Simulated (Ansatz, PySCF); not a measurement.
Breaking the Al1–H2 bond in AlH3O2 (SMILES [OH][AlH][OH]) (multiplicity 1 held, fragments rigid). Energies count from the point at 1.565 Å.
Geometry at that point (charge 0, multiplicity 1):
```xyz
6

Al    -0.3508    -0.2253    -0.1869
H     -1.5469    -1.0138    -0.8163
O     -0.1288     1.3919    -0.6342
H      0.5760     1.9477    -0.2982
O      0.7340    -0.9151     0.9228
H      0.6904    -1.8192     1.2355
```

R- and RO- levels are restricted; in cc, def2 and unpolarised 6-31G sets they are followed outwards from rest. Active spaces are followed from a long bond inwards. Levels need not reach the same state.

Correlated levels freeze the cores. Rows in 6-31G* carry no dispersion term and start afresh at each structure (6-31G* with six Cartesian d functions). MP2/6-31G* freezes PySCF's default core.

The values were computed with Ansatz (a first-principles code) with Gaussian orbitals; PySCF for 6-31G* rows. 

Energies in kcal/mol.

```csv
R (Å),R-B3LYP/cc-pV(T+d)Z,R-MP2/6-31G*,R-MP2/cc-pV(T+d)Z,"FIC-MRCISD+Q on CASSCF(2,2)/cc-pV(T+d)Z"
1.252,25.1,28.6,25.8,25.8
1.408,4.9,(withheld),5.0,5.1
1.565,0.0,0.0,0.0,0.0
1.721,3.3,2.9,3.5,3.2
1.878,10.8,10.5,11.4,10.7
2.112,25.5,(withheld),27.0,25.3
2.347,41.0,42.4,43.6,40.3
2.738,64.3,67.5,69.0,61.6
3.130,82.9,87.7,89.3,75.7
3.599,99.1,104.6,106.5,84.4
4.225,112.8,(withheld),118.9,88.1
5.007,122.2,112.6,120.5,89.0
```

Q: Complete the blanks.

A: 
- 1.408, R-MP2/6-31G*: 6.2
- 2.112, R-MP2/6-31G*: 25.9
- 4.225, R-MP2/6-31G*: 115.3

Doubts at one or more of the structures used: a restricted determinant that unrestricted orbitals would lower (R-B3LYP/cc-pV(T+d)Z, R-MP2/6-31G*, R-MP2/cc-pV(T+d)Z).
